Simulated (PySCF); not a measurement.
Atom-mapped SMILES (the numbers label the heavy atoms): `[CH2:1]=[CH:2][c:3]1[cH:4][p:5][cH:6][cH:7][p:8]1`. Hydrogens are named by the atom that carries them. Ha(C1) is cis to C3; Hb(C1) is trans to C3.

One conformer, no relativistic terms, no solvent model. PBE0-D3(BJ)/def2-SVP geometry; GIAO KT2/pcSseg-1 shieldings; PySCF 2.14.

Scale: ¹³C (σref 183.22), ¹H (σref 31.18) against TMS; ³¹P (σref 325.43) against H3PO4 (reference shieldings calculated alike).

```tsv
atoms	nucleus	count	δ (ppm)
C7	¹³C	1	153.8
C3	¹³C	1	?
P8	³¹P	1	214.6
H(C4)	¹H	1	9.50
C1	¹³C	1	?
C6	¹³C	1	149.8
Ha(C1)	¹H	1	?
C4	¹³C	1	144.0
H(C7)	¹H	1	?
P5	³¹P	1	203.6
H(C2)	¹H	1	6.84
Hb(C1)	¹H	1	5.44
H(C6)	¹H	1	8.75
C2	¹³C	1	137.8
```

Question: Fill in the missing shifts.

Answer: 
- C3: 160.8 ppm, substituted aromatic carbon
- C1: 109.7 ppm, terminal =CH2 carbon; an sp2 carbon of a C=C bond
- H(C7): 9.05 ppm, hydrogen on an aromatic CH; the ring current deshields protons in the ring plane
- Ha(C1): 6.26 ppm, hydrogen on a terminal =CH2 carbon; attached to an sp2 carbon and in the plane of the double bond

Shifts are as computed. Against solution values, carbons near 30 ppm lie about +2 ppm off and those near 130 ppm about -5 ppm. Of 1313 compounds with measured shifts, 239 miss one by over three times the rms of a fit or turn the order of signals round; such compounds aren't used in these exercises. Experimental scales use liquid or dissolved standards, which lie at an offset from isolated H3PO4.
